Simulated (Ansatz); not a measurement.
Start from `[CH3][Ge]([CH3])([CH3])[C]#N` and change one atom or group to get `[CH3][Ge]([CH3])([CH3])[CH3]`.

Ansatz, PBE0-D4/def2-TZVP geometries, multiplicity 1. 

Scalar relativity is left out up to krypton.

| property | `[CH3][Ge]([CH3])([CH3])[C]#N` |
| --- | --- |
| LUMO energy (B3LYP/def2-TZVPP) / eV | 0.08 |
| HOMO–LUMO gap (PBE0/def2-TZVPP) / eV | 9.13 |
| HOMO energy (PBE0/def2-TZVPP) / eV | -8.81 |
| HOMO–LUMO gap (ωB97M-V/def2-TZVPP) / eV | 12.93 |
| LUMO energy (PBE/def2-TZVPP) / eV | -0.66 |
| LUMO energy (PBE0/def2-TZVPP) / eV | 0.33 |

Question: Give the same properties after the change, and the shifts. (Estimate.)

Answer: The calculation gave: 
```tsv
property	`[CH3][Ge]([CH3])([CH3])[CH3]`	shift
LUMO energy (B3LYP/def2-TZVPP) / eV	0.51	0.43
HOMO–LUMO gap (PBE0/def2-TZVPP) / eV	8.92	-0.21
HOMO energy (PBE0/def2-TZVPP) / eV	-8.07	0.74
HOMO–LUMO gap (ωB97M-V/def2-TZVPP) / eV	12.48	-0.45
LUMO energy (PBE/def2-TZVPP) / eV	0.09	0.75
LUMO energy (PBE0/def2-TZVPP) / eV	0.85	0.52
```

With PBE0 the HOMO rises by 0.74 eV and the LUMO rises by 0.52 eV, so the gap narrows by about 0.22 eV. PBE moves the HOMO by 0.72 eV and ωB97M-V by 0.73 eV.

B3LYP here is the variant with VWN-RPA as its local correlation; programs differ in this.
